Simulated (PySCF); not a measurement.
Isomers of C8H10Ge and their computed core-level spectra.

Method used: PySCF, delta-SCF UKS SCAN, pcX-2 on the ionised atom, pcseg-1 elsewhere, spin-free X2C. Geometries: PBE0-D3(BJ)/def2-SVP; isolated species, one conformer each.

Line lists (1s up to Mg, 2p3/2 beyond, nothing for Ge; areas count atoms within a level, one atom standing for each set equivalent by bonding):
1. C 1s: 289.12 (area 1), 289.30 (area 1), 289.37 (area 1), 289.87 (area 1), 290.22 (area 1), 290.34 (area 1), 290.66 (area 1), 291.46 (area 1) eV
2. C 1s: 289.75 (area 1), 289.87 (area 1), 289.96 (area 1), 289.96 (area 1), 290.00 (area 1), 290.16 (area 1), 290.40 (area 1), 290.49 (area 1) eV
3. C 1s: 289.62 (area 1), 290.02 (area 1), 290.04 (area 1), 290.19 (area 1), 290.27 (area 1), 290.67 (area 1), 291.54 (area 1), 292.17 (area 1) eV

Structures:
A. `[c]1([GeH3])cc(ccc1)C=C`
B. `C=CCC#CCC#[C][GeH3]`
C. `CC#[C][Ge@H]1[CH]=CC(C)=[CH]1`

Q: Which list belongs to which compound?

A: 
- 1 = C: another candidate has the same counts of sites, so positions decide. C 1s: 289.12 alkene CH carbon, 289.30 alkyne carbon, 289.37 alkene CH carbon, 289.87 alkyne carbon, 290.22 alkene CH carbon, 290.34 fully substituted alkene carbon, 290.66 allylic carbon, 291.46 propargylic carbon.
- 2 = A: another candidate has the same counts of sites, so positions decide. C 1s: 289.75 terminal =CH2 carbon, 289.87 substituted aromatic carbon, 289.96 aromatic CH carbon, 289.96 aromatic CH carbon, 290.00 aromatic CH carbon, 290.16 aromatic CH carbon, 290.40 substituted aromatic carbon, 290.49 alkene CH carbon.
- 3 = B: another candidate has the same counts of sites, so positions decide. C 1s: 289.62 alkyne carbon, 290.02 alkyne carbon, 290.04 alkyne carbon, 290.19 alkyne carbon, 290.27 terminal =CH2 carbon, 290.67 alkene CH carbon, 291.54 allylic carbon, 292.17 propargylic carbon.

12 of these hole states are spin-contaminated (⟨S²⟩ up to 0.97, against 0.75; counted from 0.85) and less certain.
